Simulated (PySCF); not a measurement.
Species: C7H13O2 (charge -1).
Numbering: `[CH3:1][O:2][C@@H:3]([CH3:4])[C@@H:5]1[C@@H:6]([CH3:7])[C@H:8]1[O-:9]`

Geometry (GFN2-xTB, Å), atoms numbered from 1 in this order:
```
atom  x, y, z in Å
C1     2.5745    0.9776   -0.1809
O2     2.2185   -0.3551    0.0788
C3     0.8863   -0.6754   -0.3455
C4     0.7058   -2.1653   -0.0402
C5    -0.1624    0.1748    0.3211
C6    -1.5673    0.2080   -0.2610
C7    -2.7232    0.1322    0.7020
C8    -0.7087    1.4895   -0.2995
O9    -0.9434    2.5558    0.3736
H10    1.8514    1.6769    0.2453
H11    2.6385    1.1622   -1.2637
H12    3.5560    1.1313    0.2702
H13    0.8274   -0.5216   -1.4406
H14   -0.2829   -2.4838   -0.3594
H15    0.8040   -2.3253    1.0306
H16    1.4629   -2.7578   -0.5523
H17   -0.1183    0.1374    1.4062
H18   -1.7032   -0.3524   -1.1858
H19   -2.6337    0.9733    1.3889
H20   -2.7353   -0.8005    1.2783
H21   -3.6743    0.2203    0.1732
H22   -0.2828    1.6174   -1.3402
```

NICS = −σ at a ghost point: NICS(0) at the centroid of the ring atoms, NICS(1) 1 Å to either side along the normal of their mean plane, zz for the tensor component along that normal. Level: GIAO PBE0/pcSseg-1 (PySCF, non-relativistic, gas phase) on the GFN2-xTB geometry, one conformer.

Ring bond lengths (Å), with Mayer bond orders in brackets: C5–C6 1.521 (0.89), C6–C8 1.543 (0.81), C8–C5 1.553 (0.79).

Question: What do the NICS probes read (ppm)?

Answer: 
| ring | type | NICS(0) | NICS(1), two faces | NICS(1)zz, two faces | rms pucker (Å) | centre to ring atoms, mean (Å) |
| --- | --- | --- | --- | --- | --- | --- |
| C5–C6–C8 | 3-membered carbocycle; formal bonds all single | -35.5 | -9.2 / -6.1 | -18.6 / -12.0 | 0.00 | 0.89 |

Question: What do they say, and how far can they be read as aromaticity?

Answer: 
- C5–C6–C8: mean NICS(1)zz -15.3 ppm, shielded. C5, C6, C8 have four or more neighbours, and the NICS criterion for π rings isn't applied. The two faces differ by 6.6 ppm, so no symmetry operation interchanges them. NICS(0) lies 28 ppm below the mean NICS(1).

Question: At the second NICS(1) probe listed for ring C5–C6–C8, 1 Å off the ring, what do the in-plane components average?

Answer: The isotropic value is a third of the trace: (3 × -6.1 − (-12.0))/2 = -3.1 ppm.

Hardware: one thread of an Arm Neoverse V1, no GPU, on a shared host. Cost: 44 s wall, 1.0 GiB resident at most. This is the whole shielding run at PBE0/pcSseg-1, SCF included.
